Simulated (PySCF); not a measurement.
## Correlation energy of Zn²⁺ (zinc, charge +2)

[Ar] 3d10, closed-shell 1S. Computed with PySCF 2.14 in def2-QZVPPD (11s6p5d4f2g, 100 functions), with the non-relativistic Hamiltonian (point nucleus). Frozen: [Ne]; 18 electrons correlated.

```tsv
level	correlation energy (mhartree)
CCSD	-696.45
(T)	-13.70
CCSD(T)	-710.15
```

Diagnostics: T1 = 0.0080, D1 = 0.0147, largest double amplitude 0.013.

Cost of the coupled-cluster step: roughly 24 core-seconds, for 18 correlated electrons.

This basis was not built for core-valence correlation, so the inner-shell part is incomplete.
